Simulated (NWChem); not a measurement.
Species: SiH4O3; SMILES [SiH](O)(O)O

```xyz
8

Si     0.0780    -0.0053     0.4813
O     -1.3474     0.1970    -0.3444
O      0.5815    -1.5225     0.0660
O      1.2549     1.0760     0.0748
H     -0.1230     0.1912     1.9353
H     -1.8668     0.9796    -0.1403
H     -0.1096    -2.1090    -0.2555
H      1.6778     0.9361    -0.7784
```
Atoms are numbered in this order, from 1.

Results from NWChem. The geometry was optimised at PBE0/def2-SVP. Level: PBE0/def2-SVP with SMD (1 M gas to 1 M solution), gas-phase geometry. Reactions with the solvent are ignored.

For solvent n-hexane:

* **solvation free energy (kcal/mol)**: -3.8
* **cavity-dispersion-structure term (kcal/mol)**: -1.4
* **dipole in solution (D)**: 1.83

Question: What are these values for solvent water?

Answer: The solvation free energy (kcal/mol) comes out as -11.2 and the cavity-dispersion-structure term (kcal/mol) is 2.5. The dipole in solution (D) comes out as 2.13.
